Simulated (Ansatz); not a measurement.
The Al1–H2 bond of AlClH2 (SMILES [AlH2][Cl]) is stretched (multiplicity 1, the rest rigid).
Geometry at rest (charge 0, multiplicity 1):
| atom | x (Å) | y (Å) | z (Å) |
|---|---|---|---|
| Al | -0.0049 | -0.3511 | -1.0144 |
| H | -1.3925 | -0.4549 | -1.7398 |
| H | 1.3762 | -0.7220 | -1.6606 |
| Cl | 0.0047 | 0.3377 | 0.9757 |

Correlated levels freeze the cores.

Codes used: Ansatz (a first-principles code). 

FIC-MRCISD+Q on CASSCF(2,2)/cc-pV(T+d)Z, total energies (hartree):

```csv
R (Å),CASSCF,MRCISD,weight c² of the reference
1.569,-702.689227,-702.955696,0.90295
2.746,-702.603348,-702.859947,0.90378
5.022,-702.566278,-702.818884,0.90479
```

**Question.** Add the Davidson correction (E_MRCISD − E_CASSCF)(1 − c²)/c² and give the energies above the first point at the three levels.

**Answer.** 
Corrections (hartree): -0.028641, -0.027318, -0.026583. Above the first point (kcal/mol):
- R = 2.746 Å: CASSCF 53.9, MRCISD 60.1, with the correction 60.9
- R = 5.022 Å: CASSCF 77.2, MRCISD 85.9, with the correction 87.1
